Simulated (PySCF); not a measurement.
Isomers of C5H15N3Si, from PySCF, PBE0-D3(BJ)/def2-SVP geometry optimisation, gas phase. One conformer each, no zero-point energy, no frequencies.

Task: Which isomer lies lower at this level?
A. `[CH2:1]=[CH:2][CH2:3][Si:4]([NH2:5])([NH2:6])[N:7]([CH3:8])[CH3:9]` with C1–C2–C3–Si4 87°, C2–C3–Si4–N5 51°, C3–Si4–N5–H -41° and 178°, C3–Si4–N6–H 166° and -51°, C3–Si4–N7–C8 96°: A = 1466, B = 1164, C = 941.7 MHz, dipole 1.48 D
B. `[H]/[N:9]=[CH:8]/[CH2:7][N:5]([SiH2:4][N:2]([CH3:1])[CH3:3])[CH3:6]` with C1–N2–Si4–N5 52°, N2–Si4–N5–C6 -139°, Si4–N5–C7–C8 103°, N5–C7–C8–N9 132°: A = 2161, B = 728.3, C = 657.2 MHz, dipole 1.23 D

Result: A. That is `[Si](CC=C)(N(C)C)(N)N`, 40.6 kcal/mol below the other.

| SMILES | mapped SMILES | E (Eh) | relative (kcal/mol) | relative (kJ/mol) | dipole (D) |
| --- | --- | --- | --- | --- | --- |
| C=CC[Si](N)(N)N(C)C | [CH2:1]=[CH:2][CH2:3][Si:4]([NH2:5])([NH2:6])[N:7]([CH3:8])[CH3:9] | -652.48369 | 0.0 | 0.0 | 1.48 |
| [H]/N=C/CN(C)[SiH2]N(C)C | [H]/[N:9]=[CH:8]/[CH2:7][N:5]([SiH2:4][N:2]([CH3:1])[CH3:3])[CH3:6] | -652.41897 | 40.6 | 169.9 | 1.23 |

As drawn, the lower has an Si–C bond and a C=C bond outside aromatic rings, which the higher lacks; the higher has a C=N bond, which the lower lacks.
